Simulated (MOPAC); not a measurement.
Job for MOPAC: PM6 on AlFHI (SMILES [F][AlH][I]), a point of a bond scan (R = 1.871 Å).

```
PM6 1SCF PRECISE CHARGE=0 THREADS=1
AlFHI

Al    -0.15957705 1    -0.93431310 1    -1.31851792 1
F     -1.73146193 1    -1.33495906 1    -1.60854745 1
H      1.16989549 1    -1.56618215 1    -2.47349060 1
I      0.31527061 1     0.48342589 1     0.63959727 1
```

The log:

```
*******************************************************************************
 **                                                                           **
 **                              MOPAC v23.2.5                                **
 **                                                                           **
 *******************************************************************************
 ** MOPAC's Digital Object Identifier: https://doi.org/10.5281/zenodo.6511958 **
 **                                                                           **
 ** Please cite the open-source release paper for use of this MOPAC version:  **
 ** J. E. Moussa and J. J. P. Stewart (2026)                                  **
 ** MOPAC: An open-source semiempirical molecular orbital program             **
 ** J. Open Source Softw., 11(119), 8025, https://doi.org/10.21105/joss.08025 **
 *******************************************************************************

                              PM6 CALCULATION RESULTS

 *******************************************************************************
 *  PM6        - The PM6 Hamiltonian to be used
 *
 *
 *
 *                 CHARGE ON SYSTEM = 0
 *
 *
 *
 *  PRECISE    - TIGHTER CRITERIA TO BE USED
 *  1SCF       - DO 1 SCF AND THEN STOP
 *  THREADS=1  - MULTI-THREADING NOT USED
 *  T=         - A TIME OF 172800.0 SECONDS REQUESTED
 *  DUMP=N     - RESTART FILE WRITTEN EVERY 7200.0 SECONDS REQUESTED
 *******************************************************************************
PM6 1SCF PRECISE CHARGE=0 THREADS=1
 AlFHI

   ATOM   CHEMICAL          X               Y               Z
  NUMBER   SYMBOL      (ANGSTROMS)     (ANGSTROMS)     (ANGSTROMS)

     1      Al         -0.15957705  *  -0.93431310  *  -1.31851792  *
     2       F         -1.73146193  *  -1.33495906  *  -1.60854745  *
     3       H          1.16989549  *  -1.56618215  *  -2.47349060  *
     4       I          0.31527061  *   0.48342589  *   0.63959727  *



          CARTESIAN COORDINATES

    NO.       ATOM           X           Y           Z

     1        Al         -0.1596     -0.9343     -1.3185
     2         F         -1.7315     -1.3350     -1.6085
     3         H          1.1699     -1.5662     -2.4735
     4         I          0.3153      0.4834      0.6396

 General Reference for PM6:
 "Optimization of Parameters for Semiempirical Methods V: Modification of NDDO Approximations
 and Application to 70 Elements", J. J. P. Stewart, J. Mol. Mod., 13, 1173-1213 (2007)
 URL: https://link.springer.com/article/10.1007/s00894-007-0233-4

           Empirical Formula: H Al F I  =     4 atoms



      MOLECULAR POINT GROUP   :   Cs


      RHF CALCULATION, NO. OF DOUBLY OCCUPIED LEVELS = 9


 -------------------------------------------------------------------------------
 PM6 1SCF PRECISE CHARGE=0 THREADS=1
 AlFHI



     1SCF WAS SPECIFIED, SO BFGS WAS NOT USED
     SCF FIELD WAS ACHIEVED


                              PM6 CALCULATION
                                                       MOPAC v23.2.5 Linux




          FINAL HEAT OF FORMATION =        -64.86820 KCAL/MOL =    -271.40855 KJ/MOL


          COSMO AREA              =        115.34 SQUARE ANGSTROMS
          COSMO VOLUME            =        104.29 CUBIC ANGSTROMS

          IONIZATION POTENTIAL    =         10.181280 EV
          HOMO LUMO ENERGIES (EV) =        -10.181  0.180
          NO. OF FILLED LEVELS    =          9
          MOLECULAR WEIGHT        =        173.8923         POINT GROUP:  Cs

          MOLECULAR DIMENSIONS (Angstroms)

            Atom       Atom       Distance
            I     4    H     3     3.82395
            F     2    H     3     2.65318
            I     4   Al     1     0.00000


          SCF CALCULATIONS        =          1





   ATOM   CHEMICAL          X               Y               Z
  NUMBER   SYMBOL      (ANGSTROMS)     (ANGSTROMS)     (ANGSTROMS)

     1      Al         -0.15957705  *  -0.93431310  *  -1.31851792  *
     2       F         -1.73146193  *  -1.33495906  *  -1.60854745  *
     3       H          1.16989549  *  -1.56618215  *  -2.47349060  *
     4       I          0.31527061  *   0.48342589  *   0.63959727  *

                             CARTESIAN COORDINATES

   1   Al       -0.159577050    -0.934313100    -1.318517920
   2    F       -1.731461930    -1.334959060    -1.608547450
   3    H        1.169895490    -1.566182150    -2.473490600
   4    I        0.315270610     0.483425890     0.639597270


           Empirical Formula: H Al F I  =     4 atoms



      MOLECULAR POINT GROUP   :   Cs


                  EIGENVALUES
 -39.39090 -20.08938 -16.18719 -15.21102 -15.02065 -13.56503 -10.92657 -10.51377
 -10.18128   0.17983   0.18164   2.48230   3.40382  96.94409  98.21530  98.57534
  98.90726  99.84615 111.84162 112.38278 112.39532 113.40561 113.62657


              NET ATOMIC CHARGES AND DIPOLE CONTRIBUTIONS

  ATOM NO.   TYPE          CHARGE      No. of ELECS.   s-Pop       p-Pop       d-Pop
    1         Al           0.640544        2.3595     1.01140     1.30910     0.03896
    2          F          -0.382075        7.3821     1.96708     5.41499
    3          H          -0.047451        1.0475     1.04745
    4          I          -0.211018        7.2110     1.97905     5.22935     0.00262
 DIPOLE           X         Y         Z       TOTAL
 POINT-CHG.     2.100    -0.558    -1.189     2.477
 HYBRID        -0.450     0.404     0.665     0.898
 SUM            1.651    -0.154    -0.525     1.739


          ATOMIC ORBITAL ELECTRON POPULATIONS

     Atom    s        px        py        pz      x^2-y^2     xz        z^2       yz        xy
    1 Al   1.01140   0.57511   0.27278   0.46121   0.00901   0.01013   0.00677   0.00564   0.00741
    2  F   1.96708   1.54264   1.92437   1.94799
    3  H   1.04745
    4  I   1.97905   1.94602   1.73044   1.55289   0.00020   0.00030   0.00058   0.00137   0.00016

 **********************
 *                    *
 * JOB ENDED NORMALLY *
 *                    *
 **********************




 == MOPAC DONE ==
```

The run finished.

Cost: around 0.05 core-seconds (rough).
